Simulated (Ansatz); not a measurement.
Consider the redistribution: `N[CH2][InH][NH2]` + `FB[SiH2]Cl` → `[NH2][InH][Cl]` + `NC[SiH2]BF`.

Calculated with Ansatz (gas phase, PBE0-D4/def2-TZVP geometries, no zero-point term in ΔE). CBS: MP2 limit from def2 TZ/QZ plus the TZ coupled-cluster correction, frozen cores. Functionals use def2-TZVPP. B3LYP here is the variant with VWN-RPA as its local correlation; programs differ in this. Elements past krypton have def2 core potentials. For In outer-core shells are correlated without core-valence functions, which leaves a few kJ/mol of doubt a bond. Each species was taken in one conformer, which may not be the lowest.

| level | ΔE (kcal/mol) | difference from CCSD(T)/CBS |
| --- | --- | --- |
| PBE-D4 | -11.7 | 1.7 |
| r2SCAN-D4 | -13.1 | 0.3 |
| PBE0-D4 | -13.7 | -0.3 |
| B3LYP-D4 | -13.0 | 0.4 |
| ωB97X-V | -14.7 | -1.3 |
| ωB97M-V | -14.1 | -0.7 |
| B2PLYP | -13.4 | 0.0 |
| PBE | -11.9 | 1.5 |
| r2SCAN | -13.1 | 0.3 |
| PBE0 | -13.9 | -0.5 |
| B3LYP | -13.3 | 0.1 |
| HF/def2-TZVPP | -18.9 | -5.5 |
| MP2/def2-TZVPP | -12.5 | 0.9 |
| SCS-MP2/def2-TZVPP | -13.2 | 0.2 |
| CCSD/def2-TZVPP | -14.0 | -0.6 |
| CCSD(T)/def2-TZVPP | -13.4 | 0.0 |
| HF/def2-QZVPP | -18.8 | -5.4 |
| MP2/def2-QZVPP | -12.5 | 0.9 |
| SCS-MP2/def2-QZVPP | -13.2 | 0.2 |
| HF/CBS(def2) | -18.8 | -5.4 |
| MP2/CBS(def2) | -12.6 | 0.8 |
| CCSD/CBS(def2) | -14.1 | -0.7 |
| CCSD(T)/CBS | -13.4 | 0 |

Largest T1 diagnostic among the species: 0.014.

In def2-TZVPP, CCSD(T) changes the Hartree–Fock value by +5.5 kcal/mol (the triples alone add +0.7 kcal/mol) and MP2 by +6.4 kcal/mol. From PBE to PBE0 (25 % exact exchange), in def2-TZVPP and without D4, ΔE moves by −1.9 kcal/mol.
